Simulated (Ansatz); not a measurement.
Calculated with Ansatz (gas phase, PBE0-D4/def2-TZVP geometries, no zero-point term in ΔE). CCSD(T)/CBS is the MP2 limit (def2-TZVPP, def2-QZVPP) plus CCSD(T) − MP2 in def2-TZVPP, frozen cores. Double bonds are as drawn, so ΔE can hold a change between cis and trans. DFT in def2-TZVPP. B3LYP here is the variant with VWN-RPA as its local correlation; programs differ in this. For Se outer-core shells are correlated without core-valence functions, which leaves a few kJ/mol of doubt a bond. Scalar relativity is left out up to krypton. Each species was taken in one conformer, which may not be the lowest.

Consider the substitution at a C–N bond: `CN/C=C/C=O` + `NC[SeH]` → `C[Se]CN` + `N/C=C/C=O`.

```json
{"level": "PBE-D4", "ΔE (kJ/mol)": "-41.6", "difference from CCSD(T)/CBS": "-1.0"}
{"level": "r2SCAN-D4", "ΔE (kJ/mol)": "-42.4", "difference from CCSD(T)/CBS": "-1.8"}
{"level": "PBE0-D4", "ΔE (kJ/mol)": "-39.4", "difference from CCSD(T)/CBS": "1.2"}
{"level": "B3LYP-D4", "ΔE (kJ/mol)": "-39.4", "difference from CCSD(T)/CBS": "1.2"}
{"level": "ωB97X-V", "ΔE (kJ/mol)": "-36.8", "difference from CCSD(T)/CBS": "3.8"}
{"level": "ωB97M-V", "ΔE (kJ/mol)": "-39.3", "difference from CCSD(T)/CBS": "1.3"}
{"level": "B2PLYP", "ΔE (kJ/mol)": "-39.2", "difference from CCSD(T)/CBS": "1.4"}
{"level": "PBE", "ΔE (kJ/mol)": "-40.2", "difference from CCSD(T)/CBS": "0.4"}
{"level": "r2SCAN", "ΔE (kJ/mol)": "-42.2", "difference from CCSD(T)/CBS": "-1.6"}
{"level": "PBE0", "ΔE (kJ/mol)": "-38.2", "difference from CCSD(T)/CBS": "2.4"}
{"level": "B3LYP", "ΔE (kJ/mol)": "-36.9", "difference from CCSD(T)/CBS": "3.7"}
{"level": "HF/def2-TZVPP", "ΔE (kJ/mol)": "-30.8", "difference from CCSD(T)/CBS": "9.8"}
{"level": "MP2/def2-TZVPP", "ΔE (kJ/mol)": "-44.1", "difference from CCSD(T)/CBS": "-3.5"}
{"level": "SCS-MP2/def2-TZVPP", "ΔE (kJ/mol)": "-40.4", "difference from CCSD(T)/CBS": "0.2"}
{"level": "CCSD/def2-TZVPP", "ΔE (kJ/mol)": "-37.4", "difference from CCSD(T)/CBS": "3.2"}
{"level": "CCSD(T)/def2-TZVPP", "ΔE (kJ/mol)": "-39.1", "difference from CCSD(T)/CBS": "1.5"}
{"level": "HF/def2-QZVPP", "ΔE (kJ/mol)": "-30.4", "difference from CCSD(T)/CBS": "10.2"}
{"level": "MP2/def2-QZVPP", "ΔE (kJ/mol)": "-44.8", "difference from CCSD(T)/CBS": "-4.2"}
{"level": "SCS-MP2/def2-QZVPP", "ΔE (kJ/mol)": "-41.2", "difference from CCSD(T)/CBS": "-0.6"}
{"level": "HF/CBS(def2)", "ΔE (kJ/mol)": "-30.4", "difference from CCSD(T)/CBS": "10.2"}
{"level": "MP2/CBS(def2)", "ΔE (kJ/mol)": "-45.6", "difference from CCSD(T)/CBS": "-5.0"}
{"level": "CCSD/CBS(def2)", "ΔE (kJ/mol)": "-38.9", "difference from CCSD(T)/CBS": "1.7"}
{"level": "CCSD(T)/CBS", "ΔE (kJ/mol)": "-40.6", "difference from CCSD(T)/CBS": "0"}
```

Largest T1 diagnostic among the species: 0.016.

In def2-TZVPP, CCSD(T) changes the Hartree–Fock value by −8.4 kJ/mol (the triples alone add −1.7 kJ/mol) and MP2 by −13.3 kJ/mol.
